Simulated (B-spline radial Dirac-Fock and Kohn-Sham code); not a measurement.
Kohn-Sham estimates against Dirac-Fock for the levels of Er²⁰⁺

System: the Er²⁰⁺ ion, configuration 1s2 2s2 2p6 3s2 3p6 3d10 4s2 4p6 4d10 4f2.

The density-functional columns are spherical, spin-unpolarised Dirac-Kohn-Sham results without Breit or QED terms: −ε is minus the orbital energy of the initial state and ΔSCF the difference of two total energies. The reference in the last column comes from multi-electron Dirac-Fock with separately optimised hole states, Breit and Lamb-shift corrections added in first order. All numbers are from a radial finite-basis atomic code, in eV; a selection of levels is shown. The Kohn-Sham columns are given as differences from the reference. For the 1s level of heavy atoms much of the gap between ΔSCF and the reference is the Breit and QED part, -263.6 eV here; for other levels the error of the functional can be larger.

```tsv
level	LDA −ε − DF	LDA ΔSCF − DF	Dirac-Fock
K	-259.1	+250.5	58044.5
L1	-165.7	-60.9	10323.7
L2	-124.1	+5.6	9829.0
L3	-133.7	-17.4	8923.3
M1	-89.8	-48.8	2793.5
M2	-73.7	-30.8	2578.2
M3	-72.6	-32.0	2384.4
M4	-51.9	-6.1	2021.4
M5	-52.8	-7.8	1980.2
N1	-44.8	-23.0	985.5
N2	-36.6	-14.9	896.1
N3	-36.4	-15.6	847.3
N4	-21.3	-0.7	697.1
N5	-21.5	-1.1	687.6
N6,7	-17.9	+2.7	516.9
```

Values without a named source are computed, but for edge energies of neutral atoms, which are taken from tables.
